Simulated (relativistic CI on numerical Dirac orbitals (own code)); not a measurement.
Spin-allowed bands of a d8 ion in an octahedral site, by hand

Problem. Take Δ = 9000 cm⁻¹ and B = 940 cm⁻¹ for a d8 ion in an octahedral site. Calculate the three spin-allowed bands.

Working.
1. The terms of highest spin are 3F (energy 0) and 3P (15B = 14100 cm⁻¹). Here the F term splits into A2 at −1.2Δ = -10800, T2 at −0.2Δ = -1800 and T1 at +0.6Δ = 5400 cm⁻¹.
2. The two T1 states mix through the element 0.4Δ: H = [[5400, 3600], [3600, 14100]], with roots ½(H₁₁ + H₂₂) ∓ ½√[(H₂₂ − H₁₁)² + 4H₁₂²] = ½(19500) ∓ ½(11293) = 4104 and 15396 cm⁻¹.
3. The ground term is 3A2 at -10800 cm⁻¹.
4. Bands: 3T2 9000 cm⁻¹ (1111 nm), 3T1(F) 14904 cm⁻¹ (671 nm), 3T1(P) 26196 cm⁻¹ (382 nm).

Check. Exact diagonalisation of the whole d8 shell with these parameters gives 3T2 9000, 3T1 14904, 3T1 26196 cm⁻¹. The match is exact, since without spin-orbit coupling no other term has this spin. The ratio of the second band to the first, 1.656, depends on Δ/B = 9.6 alone, which is how a Tanabe-Sugano diagram is read.
